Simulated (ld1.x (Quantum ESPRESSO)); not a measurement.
## Cl (Z = 17): one change to a TM potential, before and after

Cl (Z = 17), norm-conserving Troullier–Martins (Kleinman–Bylander form), made with ld1.x (Quantum ESPRESSO) 7.5 (LDA (PZ), non-relativistic). Core [Ne], reference 3s2 3p5. Waves: 3s (bound): rc 1.35 bohr; 3d channel at 0.45 Ry: rc 1.05 bohr; 3p (bound): rc 1.20 bohr. Local part: the p channel. Core correction: none.

All-electron outer shells of the reference configuration (LDA (PZ), non-relativistic, ld1.x):

```
shell  level (eV)  outermost node (bohr)  outermost maximum (bohr)
   2p     -191.57                      –                      0.30
   3s      -20.53                   0.56                      1.29
   3p       -8.72                   0.53                      1.43
```

Change: all radii scaled by about 1.07 (s 1.44, p 1.28, d 1.12 bohr).

Cutoffs: the cutoffs (Ry, on a coarse ladder) from which the occupation-weighted sum of valence levels, in a spherical-Bessel basis at the reference potential, stays within 10 and 1 mRy of its value at 400 Ry; they do not see the model core or the augmentation charge, which bear on the density cutoff. Errors are all-electron minus pseudo energies relative to the spin-unpolarised reference configuration.

**Question.** What does the change do?

**Answer.** The potential gets softer (60 Ry and 110 Ry → 50 Ry and 80 Ry); of the 9 tests that both files solve, the error grows in 0 and shrinks in 1 by more than 15 % and 0.3 meV (median size 17.2 → 17.4 meV); neither file shows a bound ghost. A larger radius leaves more room for a smooth pseudo-wave, so fewer plane waves are needed.

```tsv
quantity	base	changed
cutoff, loose	60 Ry	50 Ry
cutoff, tight	110 Ry	80 Ry
loose cutoff by channel (10 mRy a level)	s 30 Ry, p 15 Ry	s 25 Ry, p 12 Ry
bound ghosts	none	none
error for 3s2 3p4, meV [ΔE 13.99 eV]	+5.3	+5.3
error for 3s2 3p3, meV [ΔE 39.53 eV]	+35	+36
error for 3s2 3p2, meV [ΔE 77.93 eV]	+122	+125
error for 3s1 3p5, meV [ΔE 26.39 eV]	+12	+9.6
error for 3s2 3p4.5, meV [ΔE 5.64 eV]	+1.0	+1.0
error for 3s2 3p1, meV [ΔE 130.30 eV]	+321	+334
error for 3s2 3p5.3, meV [ΔE -2.18 eV]	+0.2	+0.2
error for 3s2 3p5 (spin-polarised), meV [ΔE -0.19 eV]	+17	+17
error for 3s2 3p4 (spin-polarised), meV [ΔE 13.11 eV]	+95	+95
```
